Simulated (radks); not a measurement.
Results of a calculation; reference values are marked as such.
The platinum ion Pt3+, 75 electrons, occupied as [Xe] 4f14 5d7.

Code: a radial shooting solver on a logarithmic mesh with Libxc functionals. Model: scalar-relativistic Kohn-Sham, PBEsol, spin-unpolarised, spherical densities, finite nucleus; Fermi nuclear charge, rms radius 5.427 fm.

Energy parts (eV):
| part | energy |
|---|---|
| total | -500751.40 |
| kinetic | 558145.52 |
| electron-nucleus | -1241619.29 |
| Hartree | 192188.18 |
| exchange-correlation | -9465.81 |

Orbitals (lengths in bohr, moments of r in powers of bohr):
| orbital | occ. | eigenvalue (eV) | <r^4> |
|---|---|---|---|
| 1s | 2 | -78404.44 | 4.525e-07 |
| 2s | 2 | -13804.41 | 0.00006665 |
| 2p | 6 | -11973.88 | 0.00005367 |
| 3s | 2 | -3269.639 | 0.002418 |
| 3p | 6 | -2736.281 | 0.002643 |
| 3d | 10 | -2156.492 | 0.002033 |
| 4s | 2 | -730.1154 | 0.05472 |
| 4p | 6 | -555.1054 | 0.07310 |
| 4d | 10 | -342.2519 | 0.1023 |
| 4f | 14 | -105.6746 | 0.2191 |
| 5s | 2 | -137.0259 | 1.480 |
| 5p | 6 | -90.8782 | 2.723 |
| 5d | 7 | -38.7977 | 10.90 |

The highest occupied level is 5d at -38.798 eV. For comparison, the ionisation energy in NIST's Atomic Spectra Database is 43 eV (theoretical). In exact Kohn-Sham theory the highest level is minus the ionisation energy, but local and semilocal functionals leave it too shallow, through self-interaction and a potential that decays too fast; potentials with the right tail come closer.

Beside tabulated values, note that spin-unpolarised runs miss the spin-polarisation part of the exchange energy of open shells.
